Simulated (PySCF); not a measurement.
# TPSS on Dy²⁺ (dysprosium, charge +2)

Configuration: [Xe] 4f10, one real determinant. All numbers are calculated (PySCF 2.14, the spin-free X2C one-electron Hamiltonian (Gaussian nucleus), in ANO-RCC-VTZP (8s7p5d3f2g1h, 104 functions)).

- Total energy: -12155.41 hartree
- One-electron energy: -16611.98 hartree
- Hartree (Coulomb) energy: 4723.23 hartree
- Exchange-correlation energy: -266.66 hartree
- ⟨S²⟩: 6.0030
- ⟨L²⟩: 34.013
- Sum of ⟨r⟩: 35.69 bohr
- Sum of ⟨r²⟩: 38.30 bohr²
- Traceless quadrupole moment −½Σ⟨3z² − r²⟩ along its main axis: -0.0758 e·bohr²
- Langevin diamagnetic susceptibility: -30.3 ×10⁻⁶ cm³/mol
- Time after the integrals: of the order of 5 core-seconds

| shell | electrons | mean orbital energy (hartree) | spread (hartree) | rms radius, mean of both spins (bohr) |
| --- | --- | --- | --- | --- |
| 1s α | 1 | -1968.19252 | 0 | 0.0240 |
| 1s β | 1 | -1968.19210 | 0 | 0.0240 |
| 2s α | 1 | -328.20963 | 0 | 0.0971 |
| 2s β | 1 | -328.20851 | 0 | 0.0971 |
| 2p α | 3 | -291.82739 | 0.00218 | 0.0874 |
| 2p β | 3 | -291.82623 | 0.00214 | 0.0874 |
| 3s α | 1 | -73.57492 | 0 | 0.250 |
| 3s β | 1 | -73.52829 | 0 | 0.250 |
| 3p α | 3 | -62.33073 | 0.01261 | 0.251 |
| 3p β | 3 | -62.28124 | 0.00979 | 0.251 |
| 3d α | 5 | -47.57394 | 0.01592 | 0.230 |
| 3d β | 5 | -47.53192 | 0.00895 | 0.230 |
| 4s α | 1 | -15.03996 | 0 | 0.564 |
| 4s β | 1 | -14.91254 | 0 | 0.564 |
| 4p α | 3 | -11.32481 | 0.01991 | 0.599 |
| 4p β | 3 | -11.19580 | 0.01131 | 0.599 |
| 4d α | 5 | -6.18883 | 0.03205 | 0.658 |
| 4d β | 5 | -6.05645 | 0.01105 | 0.658 |
| 5s α | 1 | -2.35018 | 0 | 1.38 |
| 5s β | 1 | -2.28364 | 0 | 1.38 |
| 5p α | 3 | -1.47727 | 0.00783 | 1.64 |
| 5p β | 3 | -1.42852 | 0.00412 | 1.64 |
| 4f α | 7 | -0.66689 | 0.04445 | 1.01 |
| 4f β | 3 | -0.58904 | 0.01184 | 1.01 |

⟨L²⟩ = 34.01 against 42 for a pure I term, so this real determinant mixes terms. Spin-orbit coupling, absent here, splits the open shell strongly.

Densities and radii are taken from the X2C orbitals without a picture-change correction, which distorts them close to the nucleus.
